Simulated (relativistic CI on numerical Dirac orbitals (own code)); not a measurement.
## Cu²⁺ in a cubic cluster: L2,3 absorption with charge transfer

Computed with a charge-transfer multiplet model of a cubic metal-ligand cluster with up to one ligand hole, Slater and spin-orbit integrals from Dirac-Coulomb-Breit ions, Slater integrals scaled by 0.7. The ground state mixes d9 with configurations of k ligand holes L, whose averages lie at kΔ + k(k − 1)U_dd/2; a core hole lowers each added d electron by U_cd. 20 K, Lorentzian 0.4 eV and Gaussian 0.3 eV FWHM.

Atomic integrals in eV (Slater integrals scaled, ζ unscaled), ground: F2dd 9.683, F4dd 6.042, zeta_d 0.099; with the core hole: F2dd 9.683, F4dd 6.042, zeta_d 0.110, zeta_core 13.385.

Cluster parameters (eV): U_dd = 7.8, U_cd = 9.4, 10Dq = 1.25, 10Dq(ligand) = 1.2, V(eg) = 2.25, V(t2g) = -0.96, final-state hopping factor = 1.

| Case | n_d | d9 | d10L | S |
| --- | --- | --- | --- | --- |
| Δ = -0.9 eV | 9.59 | 0.41 | 0.59 | 0.50 |
| Δ = 1.1 eV | 9.38 | 0.62 | 0.38 | 0.50 |
| Δ = 2.1 eV | 9.29 | 0.71 | 0.29 | 0.50 |
| Δ = 3.1 eV | 9.21 | 0.79 | 0.21 | 0.50 |
| Δ = 4.1 eV | 9.16 | 0.84 | 0.16 | 0.50 |

Weights, n_d and S are thermal averages at 20 K. Photon energies count from the first peak over 30 % of the highest in each spectrum, which can be another peak from case to case. The parameters are a model scan and need not match a compound or its usual spin state. Peaks in eV (height, largest 100):
- Δ = -0.9 eV: 0.0 (100), 20.1 (44)
- Δ = 1.1 eV: 0.0 (100), 20.1 (43)
- Δ = 2.1 eV: 0.0 (100), 20.1 (42)
- Δ = 3.1 eV: 0.0 (100), 20.1 (41)
- Δ = 4.1 eV: 0.0 (100), 20.1 (40)

For the case Δ = 1.1 eV, Δ = 1.1 eV is smaller than U_dd = 7.8 eV, the charge-transfer side of the Zaanen-Sawatzky-Allen scheme.
